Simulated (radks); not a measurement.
Question: V I, configuration [Ar] 3d3 4s2 (the NIST ground configuration). Calculated with a radial shooting solver on a logarithmic mesh with Libxc functionals: non-relativistic Kohn-Sham, PBE, spin-polarised, spherical densities, point nucleus; open shells are filled with parallel spins first; hard spherical wall at 6 bohr. Some entries of the table are withheld. Estimate them.

orbital,occ.,eigenvalue (hartree),<r^2> (bohr^2)
1s down,1,-195.6350,0.006032
1s up,1,-195.6346,0.006032
2s up,1,-21.81070,0.1144
2s down,1,-21.77481,0.1141
2p up,3,-18.38276,0.09334
2p down,3,-18.35556,0.09304
3s up,1,-2.51810,1.055
3s down,1,-2.41564,1.059
3p up,3,-1.59008,1.226
3p down,3,-1.48916,1.237
3d up,3,-0.17348,2.597
4s up,1,-0.12576,9.585
4s down,1,-0.09719,10.02
3d down,0,-0.08650,3.034
4p up,0,(1),11.53
4p down,0,(2),11.90
4d up,0,0.29737,13.91
4d down,0,0.31882,13.81
5s up,0,0.46319,14.68
5s down,0,0.49171,14.57

Answer: 
(1) 4p up eigenvalue (hartree): 0.03315
(2) 4p down eigenvalue (hartree): 0.05400
